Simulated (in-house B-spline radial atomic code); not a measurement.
## Solving the quasi-particle equation for 2s up of O5+

Configuration [He] 2s1, highest spin, start Hartree-Fock. Computed with an all-electron radial atomic-structure program (B-spline basis): all electrons, non-relativistic, point nucleus, each spin shell either full or empty, empty states to l = 9 with an (l + 1/2)⁻⁴ tail; G0W0 by contour deformation at full frequency.

At the mean-field level ε = -137.889 eV the matrix elements are Σx = -30.779 eV, v_xc = -30.779 eV and Σc(ε) = -1.39 eV, and the slope of the correlation self-energy is dΣc/dω = -0.0180. The quasi-particle energy solves E = ε + Σx − v_xc + Σc(E).

**Question.** What does the linearised equation give?

**Answer.** Z = 1/(1 − dΣc/dω) = 1/1.0180 = 0.9823. The first-order shift is Σx − v_xc + Σc(ε) = -30.779 − (-30.779) + (-1.39) = -1.390 eV, so E ≈ ε + Z × shift = -137.889 + 0.9823 × (-1.390) = -139.254 eV.

**Question.** How does that compare with the full solution and with static screening?

**Answer.** Solving the equation at full frequency dependence gives E = -139.255 eV, where Σc = -1.366 eV and the weight is 0.983; the linearised value is off by 1 meV. Leaving Z out would give -139.279 eV. Static COHSEX puts -3.094 eV in place of Σc and gives -140.983 eV, 1.73 eV deeper.
